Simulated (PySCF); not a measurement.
Gas-phase equilibrium of 1 mol HF, 64 mol H₂O at 1800 K and 0.0100 bar, among 15 species (O₂, F₂, O, F, HO₂, HOF, H₂O, H, FO, H₂O₂, O₃, HF, H₂, F₂O, OH). Only gases are allowed; each row takes one source of thermochemistry for all species, and Cantera finds the minimum.

Energies from PySCF, thermal terms from the rigid-rotor harmonic-oscillator model, ideal gas at 1 bar. Table values come from the NASA 1993 polynomials. † marks an energy on the PBE0/def2-TZVP geometry and frequencies; other levels use their own. MP2 freezes the core. 6-31G* has spherical d functions here. Open shells (unrestricted) among the columns below: O₂ (multiplicity 3), O (multiplicity 3, electronic degeneracy 9), H (multiplicity 2), OH (multiplicity 2, electronic degeneracy 4); the rest are closed-shell singlets. Spin-orbit splitting is ignored; it lowers the true energy and changes the entropy of O, OH. MP2 isn't extrapolated to the basis-set limit. The harmonic model lacks anharmonicity and excited electronic states, which grow with temperature; levels with a mode under 35 cm⁻¹ are left out. The table's entry may be an old estimate for OH (not checked at source).

Molecules larger than those listed are left out. Also missing: (HF)n, which can matter at low temperature or high pressure. Table species left out: FO2, H2F2, H3F3, H4F4.

Mole fractions:

```
thermochemistry     x H₂O      x O    x H₂      x H    x OH    x O₂    x HF
-----------------  ------  -------  ------  -------  ------  ------  ------
table                0.97   7.4e-5  0.0086  0.00033  0.0025  0.0037   0.015
HF/6-31G*          0.0082     0.45    0.40     0.12   0.020  1.1e-6  0.0069
HF/def2-TZVP†       0.067     0.40    0.38    0.089   0.051  2.8e-6  0.0080
MP2/def2-SVP†        0.94  0.00017   0.026   0.0029  0.0024   0.013   0.015
PBE0/def2-SVP†       0.92   7.4e-5   0.040   0.0021  0.0038   0.019   0.015
r2SCAN/def2-TZVP†    0.92   5.0e-5   0.039  0.00099  0.0051   0.018   0.015
LDA/def2-TZVP†       0.97   4.5e-8  0.0090  0.00022  7.4e-5  0.0046   0.015
```
The most sensitive of these is O: it spans a factor of 10^7.0 over these rows; at this temperature one factor of ten is RT ln 10 = 34 kJ/mol.
